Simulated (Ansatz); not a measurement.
Ansatz (a quantum-chemistry and plane-wave program) input (B3LYP-D3(BJ)/def2-TZVP):

Ansatz 0.2 input:
```yaml
crystal:
  periodic: [false, false, false]
  atoms:
    - {symbol: O, position_ang: [-0.90817087, -0.60113466, -0.89647136]}
    - {symbol: S, position_ang: [-0.08680052, -0.06701727, 0.18179398]}
    - {symbol: O, position_ang: [-0.11007442, 1.38924843, 0.21833580]}
    - {symbol: O, position_ang: [1.27161202, -0.59249344, 0.14748729]}
    - {symbol: H, position_ang: [-0.63812544, -0.49268628, 1.33648235]}
basis:
  gaussian:
    orbitals: def2-TZVP
hamiltonian:
  xc: b3lyp
  dispersion: d3bj
magnetization: {spin_polarized: true, initial_magnetization: 1}
phonons: {temperatures: {t_min: 298.15, t_max: 298.15, t_step: 100}}
```

Output:

```
Functional definition: B3LYP
integrals: 0.05 GiB planned
768 factors; their error is unknown
mean field: 0.61 GiB planned
mean field evaluation 1: about -16986.4485 eV, gradient 4.8e1 eV
mean field evaluation 2: about -16970.7032 eV, gradient 8.5e1 eV
mean field evaluation 4: about -16993.3852 eV, gradient 1.6e0 eV
mean field evaluation 8: about -16993.3969 eV, gradient 2.1e-1 eV
mean field evaluation 16: about -16993.4266 eV, gradient 1.4e-4 eV
mean field -16993.42662218 eV, -624.4969098067 hartree, gradient 1.4e-5 eV, S^2 0.763637; 3 other end points of the search recorded, 0 dependent functions left out
the calculation of the forces begins
reference -16993.42681919 eV, -624.4969170469 hartree; 21, 20 occupied and 115, 116 virtual orbitals, 768 factors
these checks for a lower state are left out or cut short: stability, starts, cluster_reference, orbital_swaps, neighbouring_geometries, increment
integrals: 0.05 GiB planned
768 factors; their error is unknown
mean field: 0.61 GiB planned
mean field evaluation 32: about -16993.4265 eV, gradient 2.9e-4 eV
mean field -16993.42653258 eV, -624.4969065140 hartree, gradient 2.0e-6 eV, S^2 0.763616; 0 other end points of the search recorded, 0 dependent functions left out
the calculation of the forces begins
reference -16993.42672957 eV, -624.4969137534 hartree; 21, 20 occupied and 115, 116 virtual orbitals, 768 factors
these checks for a lower state are left out or cut short: stability, starts, cluster_reference, orbital_swaps, neighbouring_geometries, increment
integrals: 0.05 GiB planned
768 factors; their error is unknown
mean field: 0.61 GiB planned
mean field -16993.42655727 eV, -624.4969074215 hartree, gradient 1.7e-6 eV, S^2 0.763657; 0 other end points of the search recorded, 0 dependent functions left out
the calculation of the forces begins
reference -16993.42675431 eV, -624.4969146625 hartree; 21, 20 occupied and 115, 116 virtual orbitals, 768 factors
these checks for a lower state are left out or cut short: stability, starts, cluster_reference, orbital_swaps, neighbouring_geometries, increment
integrals: 0.05 GiB planned
768 factors; their error is unknown
mean field: 0.61 GiB planned
mean field -16993.42656610 eV, -624.4969077460 hartree, gradient 2.0e-6 eV, S^2 0.763615; 0 other end points of the search recorded, 0 dependent functions left out
the calculation of the forces begins
reference -16993.42676313 eV, -624.4969149865 hartree; 21, 20 occupied and 115, 116 virtual orbitals, 768 factors
these checks for a lower state are left out or cut short: stability, starts, cluster_reference, orbital_swaps, neighbouring_geometries, increment
integrals: 0.05 GiB planned
768 factors; their error is unknown
mean field: 0.61 GiB planned
mean field -16993.42658245 eV, -624.4969083468 hartree, gradient 2.2e-6 eV, S^2 0.763658; 0 other end points of the search recorded, 0 dependent functions left out
the calculation of the forces begins
reference -16993.42677946 eV, -624.4969155867 hartree; 21, 20 occupied and 115, 116 virtual orbitals, 768 factors
these checks for a lower state are left out or cut short: stability, starts, cluster_reference, orbital_swaps, neighbouring_geometries, increment
integrals: 0.05 GiB planned
768 factors; their error is unknown
mean field: 0.61 GiB planned
mean field -16993.42648506 eV, -624.4969047678 hartree, gradient 1.5e-6 eV, S^2 0.763611; 0 other end points of the search recorded, 0 dependent functions left out
the calculation of the forces begins
reference -16993.42668216 eV, -624.4969120111 hartree; 21, 20 occupied and 115, 116 virtual orbitals, 768 factors
these checks for a lower state are left out or cut short: stability, starts, cluster_reference, orbital_swaps, neighbouring_geometries, increment
integrals: 0.05 GiB planned
768 factors; their error is unknown
mean field: 0.61 GiB planned
mean field evaluation 64: about -16993.3947 eV, gradient 1.0e-3 eV
mean field -16993.42648496 eV, -624.4969047641 hartree, gradient 2.0e-6 eV, S^2 0.763660; 0 other end points of the search recorded, 0 dependent functions left out
the calculation of the forces begins
reference -16993.42668189 eV, -624.4969120012 hartree; 21, 20 occupied and 115, 116 virtual orbitals, 768 factors
these checks for a lower state are left out or cut short: stability, starts, cluster_reference, orbital_swaps, neighbouring_geometries, increment
integrals: 0.05 GiB planned
768 factors; their error is unknown
mean field: 0.61 GiB planned
mean field -16993.42647604 eV, -624.4969044363 hartree, gradient 1.7e-6 eV, S^2 0.763665; 0 other end points of the search recorded, 0 dependent functions left out
the calculation of the forces begins
reference -16993.42667296 eV, -624.4969116729 hartree; 21, 20 occupied and 115, 116 virtual orbitals, 768 factors
these checks for a lower state are left out or cut short: stability, starts, cluster_reference, orbital_swaps, neighbouring_geometries, increment
integrals: 0.05 GiB planned
768 factors; their error is unknown
mean field: 0.61 GiB planned
mean field -16993.42647637 eV, -624.4969044485 hartree, gradient 1.6e-6 eV, S^2 0.763607; 0 other end points of the search recorded, 0 dependent functions left out
the calculation of the forces begins
reference -16993.42667349 eV, -624.4969116923 hartree; 21, 20 occupied and 115, 116 virtual orbitals, 768 factors
these checks for a lower state are left out or cut short: stability, starts, cluster_reference, orbital_swaps, neighbouring_geometries, increment
integrals: 0.05 GiB planned
768 factors; their error is unknown
mean field: 0.61 GiB planned
mean field -16993.42661355 eV, -624.4969094898 hartree, gradient 1.6e-6 eV, S^2 0.763638; 0 other end points of the search recorded, 0 dependent functions left out
the calculation of the forces begins
reference -16993.42681055 eV, -624.4969167292 hartree; 21, 20 occupied and 115, 116 virtual orbitals, 768 factors
these checks for a lower state are left out or cut short: stability, starts, cluster_reference, orbital_swaps, neighbouring_geometries, increment
integrals: 0.05 GiB planned
768 factors; their error is unknown
mean field: 0.61 GiB planned
mean field evaluation 96: about -16993.4266 eV, gradient 1.4e-6 eV
mean field -16993.42661516 eV, -624.4969095489 hartree, gradient 1.4e-6 eV, S^2 0.763635; 0 other end points of the search recorded, 0 dependent functions left out
the calculation of the forces begins
reference -16993.42681220 eV, -624.4969167899 hartree; 21, 20 occupied and 115, 116 virtual orbitals, 768 factors
these checks for a lower state are left out or cut short: stability, starts, cluster_reference, orbital_swaps, neighbouring_geometries, increment
integrals: 0.05 GiB planned
768 factors; their error is unknown
mean field: 0.60 GiB planned
mean field -16993.42648829 eV, -624.4969048866 hartree, gradient 1.7e-6 eV, S^2 0.763673; 0 other end points of the search recorded, 0 dependent functions left out
the calculation of the forces begins
reference -16993.42668532 eV, -624.4969121273 hartree; 21, 20 occupied and 115, 116 virtual orbitals, 768 factors
these checks for a lower state are left out or cut short: stability, starts, cluster_reference, orbital_swaps, neighbouring_geometries, increment
integrals: 0.05 GiB planned
768 factors; their error is unknown
mean field: 0.60 GiB planned
mean field -16993.42645263 eV, -624.4969035760 hartree, gradient 2.0e-6 eV, S^2 0.763600; 0 other end points of the search recorded, 0 dependent functions left out
the calculation of the forces begins
reference -16993.42664963 eV, -624.4969108158 hartree; 21, 20 occupied and 115, 116 virtual orbitals, 768 factors
these checks for a lower state are left out or cut short: stability, starts, cluster_reference, orbital_swaps, neighbouring_geometries, increment
integrals: 0.05 GiB planned
768 factors; their error is unknown
mean field: 0.60 GiB planned
mean field -16993.42661025 eV, -624.4969093684 hartree, gradient 2.6e-6 eV, S^2 0.763633; 0 other end points of the search recorded, 0 dependent functions left out
the calculation of the forces begins
reference -16993.42680729 eV, -624.4969166096 hartree; 21, 20 occupied and 115, 116 virtual orbitals, 768 factors
these checks for a lower state are left out or cut short: stability, starts, cluster_reference, orbital_swaps, neighbouring_geometries, increment
integrals: 0.05 GiB planned
768 factors; their error is unknown
mean field: 0.61 GiB planned
mean field -16993.42660718 eV, -624.4969092554 hartree, gradient 2.8e-6 eV, S^2 0.763640; 0 other end points of the search recorded, 0 dependent functions left out
the calculation of the forces begins
reference -16993.42680417 eV, -624.4969164947 hartree; 21, 20 occupied and 115, 116 virtual orbitals, 768 factors
these checks for a lower state are left out or cut short: stability, starts, cluster_reference, orbital_swaps, neighbouring_geometries, increment
integrals: 0.05 GiB planned
768 factors; their error is unknown
mean field: 0.61 GiB planned
mean field -16993.42658690 eV, -624.4969085104 hartree, gradient 1.3e-6 eV, S^2 0.763638; 0 other end points of the search recorded, 0 dependent functions left out
the calculation of the forces begins
reference -16993.42678388 eV, -624.4969157491 hartree; 21, 20 occupied and 115, 116 virtual orbitals, 768 factors
these checks for a lower state are left out or cut short: stability, starts, cluster_reference, orbital_swaps, neighbouring_geometries, increment
integrals: 0.05 GiB planned
768 factors; their error is unknown
mean field: 0.61 GiB planned
mean field evaluation 128: about -16993.3947 eV, gradient 1.3e-1 eV
mean field -16993.42659791 eV, -624.4969089151 hartree, gradient 3.0e-6 eV, S^2 0.763636; 0 other end points of the search recorded, 0 dependent functions left out
the calculation of the forces begins
reference -16993.42679497 eV, -624.4969161568 hartree; 21, 20 occupied and 115, 116 virtual orbitals, 768 factors
these checks for a lower state are left out or cut short: stability, starts, cluster_reference, orbital_swaps, neighbouring_geometries, increment
integrals: 0.05 GiB planned
768 factors; their error is unknown
mean field: 0.61 GiB planned
mean field -16993.42659251 eV, -624.4969087164 hartree, gradient 1.4e-6 eV, S^2 0.763635; 0 other end points of the search recorded, 0 dependent functions left out
the calculation of the forces begins
reference -16993.42678958 eV, -624.4969159586 hartree; 21, 20 occupied and 115, 116 virtual orbitals, 768 factors
these checks for a lower state are left out or cut short: stability, starts, cluster_reference, orbital_swaps, neighbouring_geometries, increment
integrals: 0.05 GiB planned
768 factors; their error is unknown
mean field: 0.61 GiB planned
mean field -16993.42657954 eV, -624.4969082398 hartree, gradient 1.3e-6 eV, S^2 0.763638; 0 other end points of the search recorded, 0 dependent functions left out
the calculation of the forces begins
reference -16993.42677650 eV, -624.4969154780 hartree; 21, 20 occupied and 115, 116 virtual orbitals, 768 factors
Total energy: -16993.58273183 eV, -624.5026467308 hartree
Atom 0 at    -0.908171    -0.601135    -0.896471 Å, force     0.000231     0.000159     0.000046 eV/Å
Atom 1 at    -0.086801    -0.067017     0.181794 Å, force     0.000034     0.000032    -0.000237 eV/Å
Atom 2 at    -0.110074     1.389248     0.218336 Å, force     0.000081    -0.000129    -0.000166 eV/Å
Atom 3 at     1.271612    -0.592493     0.147487 Å, force    -0.000099     0.000129    -0.000157 eV/Å
Atom 4 at    -0.638125    -0.492686     1.336482 Å, force    -0.000248    -0.000191     0.000515 eV/Å
Dipole moment:    -0.192061    -0.148287     0.402251 e Å
Vibrations: 170.48 170.52 586.41 969.05 969.07 1077.45 1131.07 1131.08 2608.53 cm⁻¹, zero-point energy 0.546377 eV
```

It need not be the lowest isomer of its formula.
